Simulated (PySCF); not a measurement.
A calculated (LDA, PySCF 2.14, def2-QZVPPD, the non-relativistic Hamiltonian (point nucleus)) atom or ion has these occupied shells.

```csv
shell,electrons,orbital energy (eV),"rms radius, mean of both spins (bohr)"
1s α,1,-116.64,0.494
1s β,1,-116.34,0.494
2p α,1,-10.678,2.57
```

Question: Name the element and its charge.

Answer: Be⁺ (beryllium, charge +1), in [He] 2p1, 2P determinant (an excited configuration).
